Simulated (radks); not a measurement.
The numbers below are computed, except where a source is named.
Question: Nd, 60 electrons, occupied as [Xe] 4f4 6s2. Code: a radial shooting solver on a logarithmic mesh with Libxc functionals. Model: Dirac Kohn-Sham, PBE, spin-unpolarised, spherical densities, point nucleus; open shells are shared between the two j in proportion to 2j + 1. Some entries of the table are withheld. Estimate them.

orbital,occ.,eigenvalue (hartree),<r^2> (bohr^2)
1s1/2,2,-1593.573,0.0007598
2s1/2,2,-257.6324,0.01197
2p1/2,2,(1),0.008751
2p3/2,4,(2),0.01000
3s1/2,2,(3),(4)
3p1/2,2,-49.95704,0.07596
3p3/2,4,-46.14153,0.08332
3d3/2,4,-35.80959,0.06759
3d5/2,6,-34.98489,0.06967
4s1/2,2,-11.11570,0.4163
4p1/2,2,-8.87543,(5)
4p3/2,4,-8.04823,(6)
4d3/2,4,(7),0.5710
4d5/2,6,(8),0.5875
5s1/2,2,-1.48493,(9)
5p1/2,2,-0.88915,3.156
5p3/2,4,-0.77819,3.520
6s1/2,2,-0.12871,22.34
4f5/2,1.71429,-0.07274,1.790
4f7/2,2.28571,-0.05795,1.903

Answer: 
(1) 2p1/2 eigenvalue (hartree): -243.7196
(2) 2p3/2 eigenvalue (hartree): -224.6070
(3) 3s1/2 eigenvalue (hartree): -55.89447
(4) 3s1/2 <r^2> (bohr^2): 0.08094
(5) 4p1/2 <r^2> (bohr^2): 0.4427
(6) 4p3/2 <r^2> (bohr^2): 0.4834
(7) 4d3/2 eigenvalue (hartree): -4.36864
(8) 4d5/2 eigenvalue (hartree): -4.22250
(9) 5s1/2 <r^2> (bohr^2): 2.444
